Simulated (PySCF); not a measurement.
# Dipole response of Cr (chromium, neutral)

[Ar] 3d5 4s1, high-spin 7S determinant. Calculation: PySCF 2.14, in def2-QZVPPD (11s6p5d3f2g, 93 functions); no relativity, point nucleus. Coupled (time-dependent) response in atomic units; α is the mean over directions.

| method | mean α (bohr³) | C₆ (like pair) | S(−4) |
| --- | --- | --- | --- |
| wB97X-V | 88.52 | 740.2 | 6541 |

S(−4) is the Cauchy moment in α(ω) = α(0) + S(−4) ω² + …

Reference α: 83 ± 12 bohr³ (recommended; Schwerdtfeger and Nagle, table of static dipole polarizabilities (2023 update)). Published C₆: 602.0 (Chu and Dalgarno (2004); Tang, Norbeck and Certain (1976)).

α(iu) at wB97X-V:

```
u (hartree)  α(iu) (bohr³)
          0          88.52
     0.0500          74.90
      0.100          52.02
      0.200          25.09
      0.300          14.79
      0.500          7.786
      0.750          4.967
       1.00          3.665
       1.50          2.325
       2.00          1.616
       3.00         0.9088
       5.00         0.4045
```

A single London oscillator, α(iu) = α/(1 + u²/ω²), gives C₆ = (3/4) ω α². Matching the computed C₆ needs ω = 4 × 740.2 / (3 × 88.52²) = 0.126 hartree.
